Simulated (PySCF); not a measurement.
# How methods differ on the excitation energy of Ge²⁺

Ge²⁺ [Ar] 3d10 4s2 (1S) → Ge²⁺ [Ar] 3d10 4s1 4p1 (3P), as a difference of total energies. Computed with PySCF 2.14 in aug-cc-pVTZ-PP with ECP10MDF, with scalar relativity through the core potential. Correlated levels: valence: 3s2 3p6 3d10 frozen. The calculations carry no spin-orbit coupling.

```csv
method,excitation energy (eV)
UHF,6.421
LDA,8.541
PBE,8.231
PBE0,7.854
r2SCAN,7.682
M06,8.783
MN15,7.891
B2PLYP,7.870
PBEsol,8.159
MP2 (valence),7.139
SCS-MP2 (valence),7.342
```

Problem. How much does correlation contribute at MP2 (valence)?

Solution. 7.139 − (6.421) = 0.718 eV, measured against UHF.
